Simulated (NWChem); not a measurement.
System: CH$_{6}$ClGeN; SMILES [NH](C)[GeH2][Cl]

Here is an NWChem input.

```
start job
memory heap 200 mb stack 900 mb global 1100 mb
geometry units angstroms noautoz
  C      1.138196     2.125808     0.248586
  N      0.042328     1.506205    -0.463618
  Ge    -0.677785    -0.070180     0.061129
  Cl     0.728409    -1.737776    -0.119324
  H      2.129041     1.680566     0.037083
  H      0.970699     2.046503     1.334597
  H      1.193883     3.201746     0.014360
  H      0.100861     1.628427    -1.470217
  H     -1.855747    -0.390562    -0.863563
  H     -1.018057     0.025012     1.551842
end
basis spherical
  * library 6-31g*
end
dft
  xc slater vwn_5
  iterations 150
end
tddft
  cis
  nroots 6
  notriplet
end
task tddft energy
```

NWChem printed, in part:

```
             Northwest Computational Chemistry Package (NWChem) 7.3.0
             --------------------------------------------------------

 C1  symmetry detected

                             Geometry "geometry" -> ""
                             -------------------------

 Output coordinates in angstroms (scale by  1.889725989 to convert to a.u.)

  No.       Tag          Charge          X              Y              Z
 ---- ---------------- ---------- -------------- -------------- --------------
    1 C                    6.0000     1.16109950     2.12455124     0.25410986
    2 N                    7.0000     0.07888900     1.50048195    -0.47488058
    3 Ge                  32.0000    -0.67058840    -0.05796450     0.06218561
    4 Cl                  17.0000     0.72355483    -1.74187288    -0.04569612
    5 H                    1.0000     2.15289296     1.66587918     0.07885738
    6 H                    1.0000     0.96349632     2.06932042     1.33654552
    7 H                    1.0000     1.23365460     3.19484351    -0.00047936
    8 H                    1.0000     0.16584454     1.60127188    -1.48179965
    9 H                    1.0000    -1.82617269    -0.38653406    -0.88753086
   10 H                    1.0000    -1.05013896     0.07124080     1.54080631

 Effective nuclear repulsion energy (a.u.)     366.3547875745

                                 NWChem DFT Module
                                 -----------------

 Summary of "ao basis" -> "ao basis" (spherical)
 ------------------------------------------------------------------------------
       Tag                 Description            Shells   Functions and Types
 ---------------- ------------------------------  ------  ---------------------
 C                           6-31g*                  6       14   3s2p1d
 N                           6-31g*                  6       14   3s2p1d
 Ge                          6-31g*                 12       32   5s4p3d
 Cl                          6-31g*                  8       18   4s3p1d
 H                           6-31g*                  2        2   2s

            General Information
            -------------------
          SCF calculation type: DFT
          Wavefunction type:  closed shell.
          No. of atoms     :    10
          No. of electrons :    68
           Alpha electrons :    34
            Beta electrons :    34
          Charge           :     0
          Spin multiplicity:     1
          Use of symmetry is: off; symmetry adaption is: off
          Maximum number of iterations: 150
          AO basis - number of functions:    90
                     number of shells:    44
          Convergence on energy requested:  1.00D-06
          Convergence on density requested:  1.00D-05
          Convergence on gradient requested:  5.00D-04

[...]

                                NWChem TDDFT Module
                                -------------------

            General Information
            -------------------
           No. of orbitals :     180
            Alpha orbitals :      90
             Beta orbitals :      90
        Alpha frozen cores :       0
         Beta frozen cores :       0
     Alpha frozen virtuals :       0
      Beta frozen virtuals :       0
         Spin multiplicity :       1
    Number of AO functions :      90
        Use of symmetry is : off
      Symmetry adaption is : off
         Schwarz screening :  0.10D-07

              XC Information
              --------------
                 Slater Exchange Functional   1.00 local
               VWN V Correlation Functional   1.00 local

             TDDFT Information
             -----------------
          Calculation type : Tamm-Dancoff TDDFT
         Wavefunction type : Restricted singlets
          No. of electrons :      68
           Alpha electrons :      34
            Beta electrons :      34
              No. of roots :       6
          Max subspacesize :    5200
            Max iterations :     100
               Target root :       1
           Target symmetry : none
      Symmetry restriction : off
                 Algorithm : Optimal
        Davidson threshold :  0.10D-03

    6 smallest eigenvalue differences (eV)
--------------------------------------------------------
  No. Spin  Occ  Vir  Irrep   E(Occ)    E(Vir)   E(Diff)
--------------------------------------------------------
    1    1   34   35 a        -0.209    -0.027     4.947
    2    1   34   36 a        -0.209    -0.003     5.603
    3    1   33   35 a        -0.258    -0.027     6.275
    4    1   34   37 a        -0.209     0.029     6.483
    5    1   32   35 a        -0.266    -0.027     6.483
    6    1   33   36 a        -0.258    -0.003     6.932
--------------------------------------------------------

  Entering Davidson iterations
  Restricted singlet excited states

  Iter   NTrls   NConv    DeltaV     DeltaE      Time
  ----  ------  ------  ---------  ---------  ---------
    1      6       0     0.15E+00   0.10+100       13.3
    2     12       0     0.35E-01   0.16E-01       13.3
    3     18       0     0.60E-02   0.12E-02       12.2
    4     24       0     0.11E-02   0.35E-04       10.9
    5     30       3     0.15E-03   0.13E-05       10.7
    6     33       6     0.29E-04   0.11E-07        9.9
  ----  ------  ------  ---------  ---------  ---------
  Convergence criterion met

  Ground state a       -2627.913687952853 a.u.

  ----------------------------------------------------------------------------
  Root   1 singlet a              0.206592119 a.u.                5.6217 eV
  ----------------------------------------------------------------------------
     Transition Moments    X -0.26117   Y -0.68714   Z  0.07616
     Dipole Oscillator Strength                    0.0752223400
     Electric Quadrupole                           0.0000001706
     Magnetic Dipole                               0.0000005176
     Total Oscillator Strength                     0.0752230282

[...]
```

Level: LDA (Slater exchange, VWN5)/6-31G* (spherical d), TDA. Coordinates come from a PBE0/def2-SVP optimisation.
